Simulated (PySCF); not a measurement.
Isomers of C7H9NSSi, mass 167.022 u with the commonest isotopes. The calculation used PBE0/pcSseg-1 in PySCF (dipole) on a GFN2-xTB geometry, gas phase. One conformer each, none proved a minimum here; rigid rotors.

Task: Order these by dipole moment, smallest first.
A. `[CH:1]#[C:2][CH2:3][Si@@H:4]1[CH2:5][C@@H:6]([C:7]#[N:8])[CH2:9][S:10]1` with C2–C3–Si4–C5 40°, C3–Si4–C5–C6 -96°, Si4–C5–C6–C7 -168°, C5–C6–C9–S10 55°, C6–C9–S10–Si4 -34°
B. `[CH:1]#[C:2][SiH2:3]/[C:4](=[CH:5]/[S:6][CH3:7])[CH2:8][C:9]#[N:10]` with C2–Si3–C4–C5 -9°, C4–C5–S6–C7 -176°, Si3–C4–C8–C9 73°
C. `[CH:1]#[C:2][CH2:3][S:4][C@@H:5]1[CH2:6][CH2:7][Si@H:8]1[C:9]#[N:10]` with C2–C3–S4–C5 -60°, C3–S4–C5–C6 -77°, S4–C5–C6–C7 -130°, C5–C6–C7–Si8 10°, C6–C7–Si8–C9 -118°, S4–C5–Si8–C7 127°

Result: A (3.46 D), C (3.79 D), B (5.26 D).

Task: Order these by out-of-plane moment Σ m c² = (Ia + Ib − Ic)/2, largest first.
A. `[CH:1]#[C:2][CH2:3][S:4][C@@H:5]1[CH2:6][CH2:7][Si@H:8]1[C:9]#[N:10]` with C2–C3–S4–C5 -60°, C3–S4–C5–C6 -77°, S4–C5–C6–C7 -130°, C5–C6–C7–Si8 10°, C6–C7–Si8–C9 -118°, S4–C5–Si8–C7 127°
B. `[CH:1]#[C:2][SiH2:3]/[C:4](=[CH:5]/[S:6][CH3:7])[CH2:8][C:9]#[N:10]` with C2–Si3–C4–C5 -9°, C4–C5–S6–C7 -176°, Si3–C4–C8–C9 73°
C. `[CH:1]#[C:2][CH2:3][Si@@H:4]1[CH2:5][C@@H:6]([C:7]#[N:8])[CH2:9][S:10]1` with C2–C3–Si4–C5 40°, C3–Si4–C5–C6 -96°, Si4–C5–C6–C7 -168°, C5–C6–C9–S10 55°, C6–C9–S10–Si4 -34°

Result: C (107.82 u·Å²), A (103.40 u·Å²), B (42.88 u·Å²).

Task: Order these by rotational constant B, smallest first.
A. `[CH:1]#[C:2][SiH2:3]/[C:4](=[CH:5]/[S:6][CH3:7])[CH2:8][C:9]#[N:10]` with C2–Si3–C4–C5 -9°, C4–C5–S6–C7 -176°, Si3–C4–C8–C9 73°
B. `[CH:1]#[C:2][CH2:3][S:4][C@@H:5]1[CH2:6][CH2:7][Si@H:8]1[C:9]#[N:10]` with C2–C3–S4–C5 -60°, C3–S4–C5–C6 -77°, S4–C5–C6–C7 -130°, C5–C6–C7–Si8 10°, C6–C7–Si8–C9 -118°, S4–C5–Si8–C7 127°
C. `[CH:1]#[C:2][CH2:3][Si@@H:4]1[CH2:5][C@@H:6]([C:7]#[N:8])[CH2:9][S:10]1` with C2–C3–Si4–C5 40°, C3–Si4–C5–C6 -96°, Si4–C5–C6–C7 -168°, C5–C6–C9–S10 55°, C6–C9–S10–Si4 -34°

Result: B (586.8 MHz), C (757.3 MHz), A (782.5 MHz).

```tsv
SMILES	point group	Ia (u·Å²)	Ib (u·Å²)	Ic (u·Å²)	κ	μa (D)	μb (D)	μc (D)
C#CCS[C@@H]1CC[Si@H]1C#N	C1	350.14	861.21	1004.55	-0.82	1.82	3.03	1.37
C#CC[Si@@H]1C[C@@H](C#N)CS1	C1	381.51	667.34	833.21	-0.58	3.27	0.35	1.07
C#C[SiH2]/C(=C/SC)CC#N	C1	568.63	645.88	1128.76	0.52	0.82	4.83	1.92
```
